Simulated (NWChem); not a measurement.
System: CH₆AuN; SMILES [CH3][Au]<-[NH3]

Input file for NWChem:

```
start job
memory heap 200 mb stack 900 mb global 1100 mb
geometry units angstroms noautosym nocenter noautoz
  Au     0.000000     0.000000     0.042373
  C      0.000000     0.000000     2.063248
  H     -1.030768     0.012924     2.454571
  H      0.526577     0.886209     2.454571
  H      0.504192    -0.899134     2.454571
  N      0.000000     0.000000    -2.146395
  H      0.681053     0.660518    -2.521401
  H     -0.912552     0.259550    -2.521401
  H      0.231499    -0.920068    -2.521401
end
basis spherical
  * library def2-svp
end
ecp
  Au library def2-ecp
end
dft
  xc hfexch
  iterations 150
end
tddft
  nroots 8
  notriplet
end
task tddft energy
```

All runs use the structure optimised with PBE0/def2-SVP. def2 effective core potentials on Au; no spin-orbit coupling.

Vertical excitations in the gas phase.

Problem. Give the results of this calculation. (Hartree-Fock/def2-SVP with def2 effective core potentials on Au, TDHF.) Quantities: lowest excitation, singlet (eV); oscillator strength of that lowest state; lowest state with f > 0.02, singlet (eV); oscillator strength of that bright state; orbital gap (eV).

Solution. 
```
Property                                  Value
----------------------------------------  -----
lowest excitation, singlet (eV)            6.21
oscillator strength of that lowest state  0.155
lowest state with f > 0.02, singlet (eV)   6.21
oscillator strength of that bright state  0.155
orbital gap (eV)                          11.25
```
